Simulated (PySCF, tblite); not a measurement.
Isomers of C4HFNPS, one GFN2-xTB conformer each. Single-point energies are computed at PBE0/pcSseg-1 (PySCF, gas phase, no added dispersion term), electronic only.

Question: Rank them by PBE0/pcSseg-1 energy, lowest first (kJ/mol).
A. `N#Cc1scpc1F`
B. `N#Cc1pc(F)cs1`

Answer: B (0.0), A (4.3).

Neighbours under 10 kJ/mol apart (N#Cc1pc(F)cs1 and N#Cc1scpc1F) can change places with a better method, another conformer or zero-point energy. GFN2-xTB itself gives, in the same order: 0.0, 11.4. Both levels put the same isomer lowest.

Question: Which frontier levels, dipoles and rotational constants go with these structures?

Answer: 
| SMILES | HOMO (eV, PBE0/pcSseg-1) | LUMO (eV) | dipole (D) | A, B, C (MHz) |
| --- | --- | --- | --- | --- |
| N#Cc1pc(F)cs1 | -7.92 | -2.95 | 3.83 | 3032, 1118, 817.0 |
| N#Cc1scpc1F | -7.94 | -2.56 | 4.48 | 2285, 1403, 869.3 |

Question: What happens when harmonic zero-point energies from GFN2-xTB frequencies are added?

Answer: 
```csv
SMILES,ZPE (kJ/mol),electronic (kJ/mol),with ZPE (kJ/mol)
N#Cc1pc(F)cs1,106.1,0.0,0.0
N#Cc1scpc1F,106.1,4.3,4.3
```

The zero-point energies span 0.0 kJ/mol. The order is unchanged.
